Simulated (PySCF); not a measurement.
These are PySCF with PBE-D3(BJ)/def2-TZVP // r2SCAN-D4/def2-SVP values and carry that method's errors. All species are isolated molecules in the gas phase. One relaxed conformer stands for a flexible species; it need not be the lowest. Excitations are Tamm–Dancoff values on a coarser integration grid. The basis has no diffuse functions, so Rydberg states are missing or too high.

Reference species (SMILES): `[Ge]([NH2])([NH2])([O]C)[NH2]` (neutral, multiplicity 1).

| Property | Value |
|---|---|
| HOMO | -5.78 eV |
| LUMO | -0.47 eV |
| HOMO–LUMO gap | 5.31 eV |
| T1 excitation (TDA) | 5.20 eV |

Changed species: `[O](C)[Ge]([O]C)([O]C)[O]C` (4 of 4 NH2 replaced by OCH3; the reference has 1 of 4 NH2 replaced by OCH3).

Task: Predict the effect on the HOMO, LUMO, HOMO–LUMO gap and T1 excitation (TDA).

Result: the HOMO drops by 0.69 eV, to -6.47 eV; the LUMO drops by 0.40 eV, to -0.87 eV; the HOMO–LUMO gap goes up by 0.29 eV, to 5.60 eV; the T1 excitation (TDA) increases by 0.24 eV, to 5.44 eV.
